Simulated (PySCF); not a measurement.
# Telling isomers of C₆H₆F₃N₃ apart by NMR

- GFN2-xTB geometry
- PBE0/pcSseg-1 with gauge-including orbitals
- run in PySCF
- a single conformation, no solvent, no relativistic terms, fast rotation and ring inversion assumed for equivalent nuclei

Shifts are taken against calculated references (same method and geometry level): 1H and 13C vs TMS. Splittings of carbon signals by F and P are missing where no couplings were computed. Where no couplings were computed, multiplicities follow the n + 1 count of equivalent neighbours, and m marks all less simple cases (inequivalent or close neighbours, rings, F or P nearby). Shifts are as computed. Against solution values, carbons near 30 ppm lie about +3 ppm off and those near 130 ppm about +5 ppm. Of 1211 compounds with measured shifts, 218 miss one by over three times the rms of a fit or turn the order of signals round; such compounds aren't used in these exercises.

(1) Tabulate the signals of `C=Cn1nc(C)c(C(F)(F)F)n1`, `CCc1ncnc(C(F)(F)F)n1`, `C=CCn1cc(C(F)(F)F)nn1` and their relative energies.

(2) What is the quickest way to tell C=Cn1nc(C)c(C(F)(F)F)n1 from CCc1ncnc(C(F)(F)F)n1?

(3) What is the quickest way to tell C=Cn1nc(C)c(C(F)(F)F)n1 from C=CCn1cc(C(F)(F)F)nn1?

(4) What is the quickest way to tell CCc1ncnc(C(F)(F)F)n1 from C=CCn1cc(C(F)(F)F)nn1?

## Answers

(1) 
```json
{"SMILES": "C=Cn1nc(C)c(C(F)(F)F)n1", "carbon types": "3×C 1×CH 1×CH2 1×CH3", "δC": "150.4, 144.1, 138.8, 131.5, 112.0, 12.2", "δH": "7.37 (m, 1H), 6.60 (m, 1H), 5.43 (m, 1H), 2.70 (s, 3H)", "E rel. (kcal/mol)": "28.4"}
{"SMILES": "CCc1ncnc(C(F)(F)F)n1", "carbon types": "3×C 1×CH 1×CH2 1×CH3", "δC": "189.1, 172.4, 171.6, 128.6, 35.3, 11.5", "δH": "9.52 (s, 1H), 3.35 (q, 2H), 1.55 (t, 3H)", "E rel. (kcal/mol)": "0.0"}
{"SMILES": "C=CCn1cc(C(F)(F)F)nn1", "carbon types": "2×C 2×CH 2×CH2", "δC": "147.2, 143.5, 131.2, 130.8, 127.0, 56.2", "δH": "7.91 (m, 1H), 6.25 (m, 1H), 5.87 (m, 1H), 5.68 (m, 1H), 5.12 (d, 2H)", "E rel. (kcal/mol)": "39.9"}
```

Energies are electronic energies at PBE0/pcSseg-1 on these geometries, without zero-point or thermal terms, each for the one conformer computed, which needn't be the lowest.

(2) Both give the same number of carbon signals, with the same numbers of each carbon type, so the positions decide. The first has a terminal =CH2 carbon at 112.0 ppm, the second an sp3 CH2 on an aromatic ring at 35.3 ppm. Their most deshielded carbons lie at 150.4 and 189.1 ppm. In the proton spectra the most deshielded non-exchanging signals are 7.37 (m, 1H) and 9.52 (s, 1H).

(3) Both give the same number of carbon signals, but DEPT or the intensities differ. The first has a methyl carbon on an aromatic ring (CH3) at 12.2 ppm, the second an allylic sp3 CH2 bonded to N at 56.2 ppm. Their most deshielded carbons lie at 150.4 and 147.2 ppm. In the proton spectra the most deshielded non-exchanging signals are 7.37 (m, 1H) and 7.91 (m, 1H).

(4) Both give the same number of carbon signals, but DEPT or the intensities differ. The first has a methyl carbon (CH3) at 11.5 ppm, the second a terminal =CH2 carbon at 127.0 ppm. Their most deshielded carbons lie at 189.1 and 147.2 ppm. In the proton spectra the most deshielded non-exchanging signals are 9.52 (s, 1H) and 7.91 (m, 1H).
